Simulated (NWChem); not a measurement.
System: CH₃ClSi, singlet; SMILES [Si](Cl)C

```xyz
6

Si     0.7840    -0.5323     0.0031
Cl    -0.2146     1.3237    -0.0026
C     -0.7431    -1.6598     0.0035
H     -0.4623    -2.7246     0.0127
H     -1.3666    -1.4623    -0.8864
H     -1.3769    -1.4487     0.8831
```
Atoms are numbered in this order, from 1.

Program: NWChem. Geometry optimised at PBE0/def2-SVP; all other runs use it. Low-valent species are run as closed-shell singlets; no triplet was tried in these runs.

```json
[
 {"quantity": "vertical, lowest excitation, singlet (eV)", "level": "B3LYP/def2-SVPD, TDA", "value": "3.08"},
 {"quantity": "dipole in solution (D) in n-hexane", "level": "PBE0/def2-SVP, SMD", "value": "[?]"},
 {"quantity": "−ε(HOMO) (eV)", "level": "PBE/def2-SVP", "value": "[?]"},
 {"quantity": "isotropic polarisability (bohr³), static", "level": "B3LYP/def2-SVPD", "value": "[?]"},
 {"quantity": "dipole (D)", "level": "PBE0/def2-SVP", "value": "1.77"},
 {"quantity": "highest harmonic frequency (cm⁻¹)", "level": "PBE0/def2-SVP", "value": "3160"}
]
```

Question: Fill in the missing entries.

Answer: 
- dipole in solution (D) in n-hexane, value: 2.02
- −ε(HOMO) (eV), value: 5.51
- isotropic polarisability (bohr³), static, value: 59.3
